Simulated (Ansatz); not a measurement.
`F[SiH]1N=C1S`, relaxed with RKS PBE0-D4/def2-TZVP in Ansatz from a PBE-D4/def2-SVP geometry. The force threshold is 0.005 eV/Å; the program also tests the step.

The species carries charge 0 and has multiplicity 1.

Start:

```xyz
7

F    -0.881   -0.705    2.250
Si   -0.457   -0.938    0.694
N     1.081   -0.249    0.098
C     0.040    0.401   -0.375
S    -0.098    1.789   -1.405
H    -0.938   -2.280    0.282
H     1.253    1.981   -1.544
```

(1) How much energy does the relaxation release, and in how many steps? (Estimate.)

(2) Which bonds change most? (Best estimate.)

(3) Give the relaxed structure. (Best estimate.)

Answers

(1) The calculation gave: 8.11 kJ/mol, in 7 steps.

(2) The calculation gave: Si2–N3 from 1.788 to 1.741 Å; F1–Si2 from 1.630 to 1.585 Å; Si2–C4 from 1.784 to 1.759 Å; S5–H7 from 1.372 to 1.350 Å.

(3) Computed: 
```xyz
7

F    -0.866   -0.699    2.203
Si   -0.435   -0.927    0.695
N     1.054   -0.248    0.103
C     0.027    0.398   -0.366
S    -0.092    1.768   -1.389
H    -0.926   -2.246    0.281
H     1.238    1.954   -1.526
```
